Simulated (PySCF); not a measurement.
Spinor energies of Ir³⁺ (iridium, charge +3)

Start: [Xe] 4f14 5d6; 5d3/2 filled at m_j = -3/2, -1/2, +1/2, +3/2; 5d5/2 filled at m_j = +3/2, +5/2. Calculated with PySCF 2.14 in x2c-QZVPPall-2c (16s16p12d7f2g, 191 functions): generalised Hartree-Fock with the X2C-1e Hamiltonian and a Gaussian nucleus; one run each with spin-orbit coupling (SO) switched off, then screened by Boettger's factors.

```
spinor shell  electrons  ε, spin-free (eV)  ε, screened SO (eV)  weight of nominal j (screened SO)  rms radius, screened SO (bohr)
       1s1/2          2           -76567.2             -76540.4                              1.000                          0.0197
       2s1/2          2           -13569.0             -13560.4                              1.000                          0.0795
       2p1/2          2           -11800.5             -12969.3                              1.000                          0.0675
       2p3/2          4           -11800.5             -11335.6                              1.000                          0.0752
       3s1/2          2            -3264.3              -3261.5                              1.000                           0.203
       3p1/2          2            -2738.5              -2997.2                              1.000                           0.195
       3p3/2          4            -2738.5              -2633.7                              1.000                           0.210
       3d3/2          4            -2151.8              -2197.5                              1.000                           0.185
       3d5/2          6            -2151.8              -2119.1                              1.000                           0.189
       4s1/2          2            -756.46              -755.49                              1.000                           0.450
       4p1/2          2            -581.02              -642.87                              1.000                           0.456
       4p3/2          4            -581.02              -555.62                              1.000                           0.490
       4d3/2          4            -360.98              -370.68                              0.999                           0.507
       4d5/2          6            -360.98              -353.67                              1.000                           0.519
       5s1/2          2            -146.76              -146.47                              1.000                            1.05
       4f5/2          6            -114.39              -115.90                              0.992                           0.583
       4f7/2          8            -114.39              -112.38                              0.993                           0.588
       5p1/2          2            -98.217              -110.13                              0.955                            1.15
       5d3/2          4            -44.149              -44.167                              0.732                            1.63
       5d5/2          2            -44.149              -44.043                              0.815                            1.65
```

Problem. Where does 5p3/2 lie, and what is the 5p spin-orbit splitting (screened SO)?

Solution. At -93.024 eV, 17.105 eV above 5p1/2.

```json
{"quantity": "E (hartree)", "spin-free": "-17812.54042", "screened SO": "-17837.45527"}
{"quantity": "M_J", "spin-free": "4", "screened SO": "4"}
{"quantity": "⟨J²⟩", "spin-free": "20.023", "screened SO": "20.044"}
{"quantity": "⟨L²⟩", "spin-free": "6.019", "screened SO": "6.843"}
{"quantity": "⟨S²⟩", "spin-free": "6.004", "screened SO": "5.728"}
```

Each row is a mean over spinors that exchange with the open shell spreads, by up to 8.648 eV (5p3/2).

Rows whose weight is well below 1 are mixtures of j = l ± 1/2: exchange outweighs spin-orbit coupling there, and the label is only the starting occupation.

Breit and QED terms are absent; they matter most for the inner s and p1/2 levels.

Densities and radii are taken from the X2C orbitals without a picture-change correction, which distorts them close to the nucleus.

Without spin-orbit coupling the j labels of p, d and f shells carry no meaning; the spin-free column gives the mean over the occupied spinors of each nl shell.
